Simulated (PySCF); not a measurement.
Cost of one run: shielding job, `N#C[C@@H]1CCC[C@@H]1F`.

Method: GIAO PBE0/pcSseg-1 NMR shielding, non-relativistic, gas phase (PySCF 2.14.0, density-fitted response routines). Geometry: GFN2-xTB. Work: shieldings, ring-centre shieldings, charges and field gradients, density and orbital grids written, density fitting. A driver script takes a list of jobs; this job's settings line and coordinates (Å) are shown.

Command:
```bash
OMP_NUM_THREADS=1 python probes_run.py task.json out
```

Input:
```
{"job": {"kind": "nmr", "xc": "PBE0", "basis": "pcSseg-1"}, "charge": 0, "multiplicity": 1}
N      2.706663    -0.459159    -2.087426
C      1.907772    -0.472122    -1.270953
C      0.890534    -0.508194    -0.251032
C     -0.519108    -0.763248    -0.803583
C     -1.407380    -0.378042     0.376989
C     -0.723583     0.853697     0.988657
C      0.735191     0.825924     0.507325
F      0.956112     1.885065    -0.347513
H      1.155239    -1.288796     0.471754
H     -0.658854    -1.793521    -1.125992
H     -0.699450    -0.100836    -1.651688
H     -1.430303    -1.193701     1.101685
H     -2.429743    -0.167161     0.070087
H     -0.781839     0.853443     2.075475
H     -1.179293     1.774053     0.624027
H      1.470442     0.941543     1.310776
```

Hardware: an AMD EPYC 9R14 with one thread, on a shared host. PySCF's memory limit was set to 1200 MB.

The basis has 176 functions.

Problem. Which is nearest to the wall time?
A. 22 s
B. 22 min
C. 2.9 min

Solution. A. The run took 22 s. The SCF took 14 cycles.

Problem. Estimate the peak memory.

Solution. About 0.80 GiB. Peak memory is the resident size of the whole Python process, interpreter and libraries included.

The SCF part of the output:
```
coarse grid: 13624 points
cycle   1  E = -387.4134267788  dE =  1.107e+00  |g| = 6.330e-01  |ddm| = 3.622e+00
cycle   2  E = -387.2365964959  dE =  1.768e-01  |g| = 1.147e+00  |ddm| = 1.444e+00
cycle   3  E = -387.4892052179  dE = -2.526e-01  |g| = 1.974e-01  |ddm| = 9.860e-01
cycle   4  E = -387.4968602060  dE = -7.655e-03  |g| = 6.489e-02  |ddm| = 1.691e-01
cycle   5  E = -387.4976418852  dE = -7.817e-04  |g| = 1.562e-02  |ddm| = 5.694e-02
cycle   6  E = -387.4976873094  dE = -4.542e-05  |g| = 4.355e-03  |ddm| = 1.443e-02
cycle   7  E = -387.4976911489  dE = -3.839e-06  |g| = 8.634e-04  |ddm| = 4.097e-03
final grid: 132824 points
cycle   8  E = -387.5519334206  dE = -4.385e-05  |g| = 8.476e-03  |ddm| = 3.490e-02
cycle   9  E = -387.5519216344  dE =  1.179e-05  |g| = 1.151e-02  |ddm| = 1.570e-02
cycle  10  E = -387.5519505343  dE = -2.890e-05  |g| = 1.333e-03  |ddm| = 8.934e-03
cycle  11  E = -387.5519507905  dE = -2.561e-07  |g| = 6.090e-04  |ddm| = 1.380e-03
cycle  12  E = -387.5519508593  dE = -6.881e-08  |g| = 2.075e-04  |ddm| = 4.995e-04
cycle  13  E = -387.5519508673  dE = -8.072e-09  |g| = 4.825e-05  |ddm| = 1.616e-04
cycle  14  E = -387.5519508678  dE = -4.388e-10  |g| = 8.545e-06  |ddm| = 5.072e-05
converged SCF energy = -387.5519508678
```

On the final grid dE counts from the start density on that grid.

The host was shared with other jobs, so the times are rough.
